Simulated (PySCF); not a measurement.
CH5BrO2Si, SMILES C[Si](O)(O)Br. Geometry optimised at PBE-D3(BJ)/def2-SVP. The values are those of a single conformer.

Method: PBE-D3(BJ)/def2-SVP run with PySCF.

Harmonic wavenumbers (cm⁻¹): 86, 128, 179, 182, 228, 242, 271, 341, 404, 686, 736, 751, 805, 820, 895, 940, 1225, 1374, 1376, 2987, 3090, 3100, 3761, 3767. Rotational constants (GHz): 3.556, 1.476, 1.434; symmetry number 1.

### Question
Work out the zero-point energy and the ideal-gas rigid-rotor harmonic-oscillator thermochemistry at 298.15 K and 1 atm.

### Answer
ZPE = ½ Σ hcν = ½ × 28375 cm⁻¹ = 40.56 kcal/mol. H − E(el) = 46.30 kcal/mol. Entropy in cal/(mol K): translation 41.06, rotation 28.15, vibration 20.37, total 89.58. G − E(el) = 19.60 kcal/mol. Cp = 28.91 cal/(mol K). Modes under 150 cm⁻¹ make the vibrational entropy uncertain.
